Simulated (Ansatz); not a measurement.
SnMe4 (C4H12Sn): single points at one geometry.

```yaml
crystal:
  periodic: [false, false, false]
  atoms:
    - {symbol: C, position_ang: [-0.001307, -0.016394, 2.175714]}
    - {symbol: C, position_ang: [2.051662, 0.008981, -0.724419]}
    - {symbol: C, position_ang: [-1.028501, 1.780237, -0.712530]}
    - {symbol: C, position_ang: [-1.021805, -1.773124, -0.738629]}
    - {symbol: Sn, position_ang: [0.000001, 0.000141, -0.000004]}
    - {symbol: H, position_ang: [-1.033806, -0.008727, 2.556858]}
    - {symbol: H, position_ang: [0.523854, 0.869853, 2.563191]}
    - {symbol: H, position_ang: [0.505911, -0.918369, 2.550623]}
    - {symbol: H, position_ang: [2.067927, -0.000328, -1.825042]}
    - {symbol: H, position_ang: [2.589770, -0.878072, -0.356612]}
    - {symbol: H, position_ang: [2.576012, 0.910386, -0.371957]}
    - {symbol: H, position_ang: [-1.018344, 1.811594, -1.812906]}
    - {symbol: H, position_ang: [-0.533461, 2.685922, -0.329691]}
    - {symbol: H, position_ang: [-2.074650, 1.778953, -0.369790]}
    - {symbol: H, position_ang: [-2.056587, -1.800261, -0.364042]}
    - {symbol: H, position_ang: [-0.501141, -2.682600, -0.401575]}
    - {symbol: H, position_ang: [-1.045533, -1.768173, -1.839199]}
basis:
  gaussian: {orbitals: def2-TZVP, initial_orbitals: start.molden}
hamiltonian: {xc: pbe, dispersion: d4}
scf: {omitted_lower_state_checks: [starts]}
output: {forces: true, orbitals: {seedname: orbitals}}
```

The file start.molden holds the orbitals of an earlier run on this structure, at another level or in another basis.

```sh
$ ansatz run in.yaml --threads 4 --pin off --events-out ev --progress --plain --max-ram 4787MiB
```

It prints (some lines left out):

```
Functional definition: PBE
  name "PBE"
  cite "Perdew, Burke & Ernzerhof, Phys. Rev. Lett. 77, 3865 (1996) doi:10.1103/PhysRevLett.77.3865"
  parent pbe
  parameter kappa = 0.804
  parameter beta = 0.06672455060314922
  exchange = pbe_x(kappa = kappa, mu = beta*pi^2/3)
  correlation = pbe_c(beta = beta)
these checks for a lower state are left out or cut short: starts
1636 factors; their error is unknown
mean field evaluation 1: about -10170.6017 eV, gradient 8.8e0 eV
mean field evaluation 2: about -10170.7181 eV, gradient 1.1e-1 eV
mean field evaluation 4: about -10170.6671 eV, gradient 3.4e-4 eV
mean field -10170.66711915 eV, -373.7651227029 hartree, gradient 3.9e-6 eV, S^2 0.000000; 0 other end points of the search recorded, 0 dependent functions left out
the calculation of the forces begins
reference -10170.66717390 eV, -373.7651247150 hartree; 29, 29 occupied and 217, 217 virtual orbitals, 1636 factors
Total energy: -10171.00480560 eV, -373.7775324512 hartree
Atom 0 at    -0.001307    -0.016394     2.175714 Å, force     0.001760     0.001701     0.015094 eV/Å
Atom 1 at     2.051662     0.008981    -0.724419 Å, force     0.018784     0.001643    -0.005149 eV/Å
Atom 2 at    -1.028501     1.780237    -0.712530 Å, force    -0.011297     0.017125    -0.007915 eV/Å
Atom 3 at    -1.021805    -1.773124    -0.738629 Å, force    -0.011657    -0.015574    -0.009421 eV/Å
Atom 4 at     0.000001     0.000141    -0.000004 Å, force     0.000194    -0.003889     0.000280 eV/Å
Atom 5 at    -1.033806    -0.008727     2.556858 Å, force     0.076701    -0.000548    -0.041010 eV/Å
Atom 6 at     0.523854     0.869853     2.563191 Å, force    -0.039340    -0.065715    -0.038209 eV/Å
Atom 7 at     0.505911    -0.918369     2.550623 Å, force    -0.037368     0.067361    -0.040026 eV/Å
Atom 8 at     2.067927    -0.000328    -1.825042 Å, force    -0.013143     0.001139     0.090756 eV/Å
Atom 9 at     2.589770    -0.878072    -0.356612 Å, force    -0.053414     0.069460    -0.025233 eV/Å
Atom 10 at     2.576012     0.910386    -0.371957 Å, force    -0.050513    -0.071174    -0.024114 eV/Å
Atom 11 at    -1.018344     1.811594    -1.812906 Å, force     0.004131    -0.011895     0.093087 eV/Å
Atom 12 at    -0.533461     2.685922    -0.329691 Å, force    -0.034028    -0.083278    -0.027357 eV/Å
Atom 13 at    -2.074650     1.778953    -0.369790 Å, force     0.090268    -0.008784    -0.023743 eV/Å
Atom 14 at    -2.056587    -1.800261    -0.364042 Å, force     0.087711     0.010930    -0.026999 eV/Å
Atom 15 at    -0.501141    -2.682600    -0.401575 Å, force    -0.035487     0.084059    -0.021940 eV/Å
Atom 16 at    -1.045533    -1.768173    -1.839199 Å, force     0.006698     0.007438     0.091899 eV/Å
Dipole moment:    -0.000007     0.000408    -0.000013 e Å
Checks for a lower state left out: starts
```

It took 3.2 s on 4 threads of Arm Neoverse V1 on a shared host.

The first input with `hamiltonian: {xc: {name: BHLYP}, dispersion: d4}`, `output: {orbitals: {seedname: orbitals}}` (abridged; 4 s):

```
Functional definition: BHLYP
mean field -10172.33668403 eV, -373.8264780805 hartree, gradient 2.2e-5 eV, S^2 0.000000
Total energy: -10172.77481956 eV, -373.8425792642 hartree
Checks for a lower state left out: starts
```

As the first input, with `gaussian: {orbitals: def2-SVP, initial_orbitals: start.molden}`, `output: {orbitals: {seedname: orbitals}}` (abridged; 1.4 s):

```
Functional definition: PBE
mean field -10165.38752321 eV, -373.5711011308 hartree, gradient 6.2e-5 eV, S^2 0.000000
Total energy: -10165.72519845 eV, -373.5835104670 hartree
Checks for a lower state left out: starts
```

The first input with `hamiltonian: {xc: {name: LC-wPBE}}`, `output: {orbitals: {seedname: orbitals}}` (abridged; 3.3 s):

```
Functional definition: LC-wPBE
mean field -10175.77342054 eV, -373.9527758178 hartree, gradient 8.7e-6 eV, S^2 0.000000
Total energy: -10175.77342055 eV, -373.9527758181 hartree
Checks for a lower state left out: starts
```

The first input with `hamiltonian: {xc: {name: BLYP}, dispersion: d4}`, `output: {orbitals: {seedname: orbitals}}` (abridged; 2.7 s):

```
Functional definition: BLYP
mean field -10172.83122954 eV, -373.8446522931 hartree, gradient 2.2e-5 eV, S^2 0.000000
Total energy: -10173.54219316 eV, -373.8707797241 hartree
Checks for a lower state left out: starts
```

First input, but with `correlation: {method: mp2}`, `output: {orbitals: {seedname: orbitals}}` and without the key `hamiltonian` (abridged; 4 s):

```
Functional definition: HF
mean field -10118.86000652 eV, -371.8612464300 hartree, gradient 1.3e-6 eV, S^2 0.000000
8 core orbitals not correlated: weight in the atoms' cores, before any rotation towards them, 1.000 or more for the frozen orbitals, at most 0.000 for the correlated occupied ones
second order -28.01804210 eV of doubles, -0.00000000 eV of singles
Total energy: -10146.87804862 eV, -372.8908904857 hartree
Checks for a lower state left out: starts
```

The first input with `gaussian: {orbitals: def2-SVP, initial_orbitals: start.molden}`, `correlation: {method: ccsd_t}`, `output: {orbitals: {seedname: orbitals}}` and without the key `hamiltonian` (abridged; 32 s):

```
Functional definition: HF
mean field -10113.85147189 eV, -371.6771861772 hartree, gradient 3.6e-6 eV, S^2 0.000000
8 core orbitals not correlated: weight in the atoms' cores, before any rotation towards them, 1.000 or more for the frozen orbitals, at most 0.000 for the correlated occupied ones
second order -19.29859658 eV of doubles, -0.00000000 eV of singles
cycle   1  -20.67220090 eV  change    -1.4e0 eV  update   9.3e-2
cycle   2  -21.24150653 eV  change   -5.7e-1 eV  update   2.8e-2
cycle   3  -21.32615341 eV  change   -8.5e-2 eV  update   9.4e-3
cycle   4  -21.32919487 eV  change   -3.0e-3 eV  update   2.5e-3
cycle   5  -21.32914092 eV  change    5.4e-5 eV  update   7.0e-4
cycle   6  -21.32919754 eV  change   -5.7e-5 eV  update   2.3e-4
cycle   7  -21.32923916 eV  change   -4.2e-5 eV  update   5.8e-5
cycle   8  -21.32925053 eV  change   -1.1e-5 eV  update   2.1e-5
perturbative correction -0.63252911 eV, -0.0232450159 hartree
Total energy: -10135.81325152 eV, -372.4842666925 hartree
Checks for a lower state left out: starts
```

Geometry: B3LYP-D4/def2-SVP.

In the def2 sets Sn takes a core potential; there is no spin–orbit coupling. LC-ωPBE has ω = 0.4 bohr⁻¹. Correlated methods freeze 8 core orbitals; core or outer-core shells of Sn are correlated, in sets that lack core-valence functions.
